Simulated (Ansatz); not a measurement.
Steps of a relaxation of CH6O3Si (`OC(O)(O)[SiH3]`) with RKS PBE-D4/def2-SVP.

```sh
$ ansatz run in.yaml --threads 4 --pin off --events-out ev --progress --plain --max-ram 10444MiB
```

```yaml
crystal:
  periodic: [false, false, false]
  atoms:
    - {symbol: O, position_ang: [0.071800, 0.869000, 1.348800]}
    - {symbol: C, position_ang: [-0.121200, -0.111100, 0.365100]}
    - {symbol: O, position_ang: [0.567300, -1.192500, 0.912300]}
    - {symbol: O, position_ang: [-1.396900, -0.494200, 0.497400]}
    - {symbol: Si, position_ang: [0.417500, 0.380000, -1.445000]}
    - {symbol: H, position_ang: [-0.904400, 1.086300, 1.591200]}
    - {symbol: H, position_ang: [1.086200, -0.760200, 1.673700]}
    - {symbol: H, position_ang: [-1.337600, -1.423100, 0.752100]}
    - {symbol: H, position_ang: [0.193700, -0.721400, -2.337700]}
    - {symbol: H, position_ang: [-0.363800, 1.564000, -1.885900]}
    - {symbol: H, position_ang: [1.852600, 0.746200, -1.451500]}
basis:
  gaussian: {orbitals: def2-SVP}
hamiltonian: {xc: pbe, dispersion: d4}
relax: {f_tol: 0.03, max_steps: 200}
```

Positions (Å) and forces (eV/Å) along the path, 7 of 7 steps:

```xyz
11
step=1 energy=-15132.6426 eV
O     0.072    0.869    1.349   -1.590    2.610    0.271
C    -0.121   -0.111    0.365    1.363   -0.147    1.584
O     0.567   -1.192    0.912    2.958   -0.889    0.543
O    -1.397   -0.494    0.497   -3.814    0.049   -1.511
Si    0.417    0.380   -1.445    0.086    0.778    1.104
H    -0.904    1.086    1.591    1.986   -0.223   -0.229
H     1.086   -0.760    1.674   -0.789   -0.836   -1.182
H    -1.338   -1.423    0.752   -0.125   -0.590    0.273
H     0.194   -0.721   -2.338   -0.233   -1.041   -0.784
H    -0.364    1.564   -1.886   -0.233    0.219   -0.093
H     1.853    0.746   -1.452    0.391    0.070    0.025
11
step=2 energy=-15133.2389 eV
O     0.063    0.960    1.296   -0.850    0.159    0.056
C    -0.131   -0.127    0.398    0.926    0.253   -0.048
O     0.650   -1.214    0.860    0.514    0.280    0.404
O    -1.453   -0.516    0.430   -0.954   -0.136   -0.216
Si    0.422    0.387   -1.395   -0.079    0.198    0.375
H    -0.872    1.146    1.584    0.755   -0.009   -0.017
H     1.128   -0.810    1.629   -0.187   -0.390   -0.330
H    -1.404   -1.437    0.754   -0.159   -0.133    0.127
H     0.198   -0.763   -2.299   -0.025   -0.315   -0.297
H    -0.405    1.554   -1.845   -0.032    0.052   -0.054
H     1.871    0.762   -1.390    0.091    0.041    0.000
11
step=3 energy=-15133.2914 eV
O     0.057    0.972    1.285   -0.143   -0.165   -0.129
C    -0.127   -0.127    0.398    0.412    0.128   -0.045
O     0.671   -1.209    0.854   -0.058    0.190   -0.011
O    -1.470   -0.520    0.410   -0.183   -0.209    0.027
Si    0.419    0.387   -1.395   -0.033    0.002    0.021
H    -0.849    1.139    1.618    0.065    0.053    0.084
H     1.125   -0.835    1.637    0.022   -0.096    0.029
H    -1.441   -1.425    0.793   -0.088    0.118   -0.002
H     0.227   -0.774   -2.330    0.017   -0.010    0.003
H    -0.414    1.548   -1.866   -0.007   -0.021    0.006
H     1.868    0.787   -1.384   -0.004    0.011    0.017
11
step=4 energy=-15133.3028 eV
O     0.095    0.950    1.281   -0.011    0.091    0.066
C    -0.125   -0.127    0.391   -0.014    0.037   -0.100
O     0.637   -1.235    0.824    0.080   -0.051    0.040
O    -1.489   -0.487    0.400    0.029    0.081   -0.062
Si    0.419    0.389   -1.400   -0.019   -0.010    0.011
H    -0.785    1.154    1.659    0.028   -0.052   -0.025
H     1.116   -0.913    1.616   -0.038    0.000   -0.022
H    -1.496   -1.360    0.839   -0.045   -0.084    0.063
H     0.356   -0.803   -2.313   -0.003   -0.004    0.005
H    -0.491    1.466   -1.924   -0.004    0.002    0.018
H     1.828    0.910   -1.352   -0.001   -0.009    0.006
11
step=5 energy=-15133.3045 eV
O     0.087    0.957    1.276    0.030    0.021   -0.002
C    -0.119   -0.125    0.384   -0.001   -0.004    0.000
O     0.650   -1.227    0.826    0.008   -0.009   -0.012
O    -1.481   -0.492    0.387    0.016   -0.039    0.003
Si    0.422    0.389   -1.406   -0.025   -0.014    0.061
H    -0.796    1.138    1.657   -0.012   -0.022   -0.003
H     1.110   -0.901    1.626   -0.012    0.010    0.006
H    -1.494   -1.360    0.843   -0.017    0.037   -0.007
H     0.336   -0.805   -2.316    0.001    0.024   -0.004
H    -0.488    1.480   -1.901    0.022   -0.010   -0.020
H     1.839    0.889   -1.356   -0.011    0.006   -0.021
11
step=6 energy=-15133.3050 eV
O     0.084    0.958    1.277    0.019   -0.016   -0.018
C    -0.115   -0.126    0.385    0.000   -0.018    0.045
O     0.657   -1.226    0.830   -0.023    0.026   -0.025
O    -1.477   -0.495    0.382    0.011   -0.057    0.025
Si    0.422    0.389   -1.404    0.008    0.016   -0.042
H    -0.801    1.123    1.662   -0.009    0.000    0.001
H     1.101   -0.898    1.639   -0.001    0.007    0.003
H    -1.496   -1.355    0.855    0.001    0.059   -0.030
H     0.329   -0.796   -2.324    0.000   -0.009    0.011
H    -0.478    1.483   -1.908   -0.007   -0.004    0.013
H     1.840    0.888   -1.373   -0.001   -0.003    0.016
11
step=7 energy=-15133.3053 eV
O     0.088    0.956    1.275    0.008    0.003    0.007
C    -0.116   -0.127    0.384   -0.008   -0.008   -0.002
O     0.654   -1.228    0.826   -0.003    0.001   -0.005
O    -1.478   -0.493    0.381    0.008   -0.008    0.007
Si    0.422    0.390   -1.405    0.004    0.002   -0.008
H    -0.795    1.124    1.663   -0.004   -0.002   -0.001
H     1.101   -0.902    1.634   -0.002    0.005    0.001
H    -1.499   -1.350    0.856   -0.003    0.009   -0.003
H     0.338   -0.801   -2.319    0.001    0.002    0.001
H    -0.485    1.477   -1.909   -0.001   -0.002    0.002
H     1.836    0.895   -1.365   -0.002   -0.001    0.000
```

It took 4.1 s on 4 threads of an Intel Xeon 6975P-C on a shared host, with 0.16 GiB of host memory at the peak.
